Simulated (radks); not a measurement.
The numbers below are computed, except where a source is named.
Er II, configuration [Xe] 4f12 6s1.

Code: a radial shooting solver on a logarithmic mesh with Libxc functionals. Model: scalar-relativistic Kohn-Sham, PBEsol, spin-unpolarised, spherical densities, finite nucleus; Fermi nuclear charge, rms radius 5.2516 fm.

Energy parts (hartree):
| part | energy |
|---|---|
| total | -13080.6125 |
| kinetic | 14177.5894 |
| electron-nucleus | -32088.4788 |
| Hartree | 5103.5434 |
| exchange-correlation | -273.2666 |

Orbitals (lengths in bohr, moments of r in powers of bohr; r(max) is where P^2 peaks):
orbital  occ.  eigenvalue (hartree)   <1/r>      <r^4>   r(max)
1s          2             -2107.425   77.52  8.653e-07  0.01287
2s          2             -354.2690   18.05  0.0001345  0.07326
2p          6             -313.4520   16.67  0.0001022  0.05957
3s          2             -79.55644   6.654   0.005084   0.2073
3p          6             -67.13631   6.218   0.005367   0.2039
3d         10             -51.56878   5.895   0.004210   0.1663
4s          2             -15.87540   2.811     0.1239   0.4739
4p          6             -11.78945   2.572     0.1642   0.4954
4d         10              -6.31381   2.270     0.2570   0.5118
5s          2              -2.15204   1.058      4.705    1.113
5p          6              -1.21543  0.8738      10.30    1.277
4f         12              -0.35934   1.645      3.317   0.5092
6s          1              -0.33240  0.3466      330.1    3.149

The highest occupied level is 6s at -9.045 eV. Summed over all electrons, <r^2> = 52.45 bohr^2, which gives a Langevin (diamagnetic) susceptibility term of -41.5 x 10^-6 cm^3/mol. The density falls to 0.001 e/bohr^3 at r = 4.38 bohr. The electron density at the nucleus is 9.185e+05 e/bohr^3 (large components only).
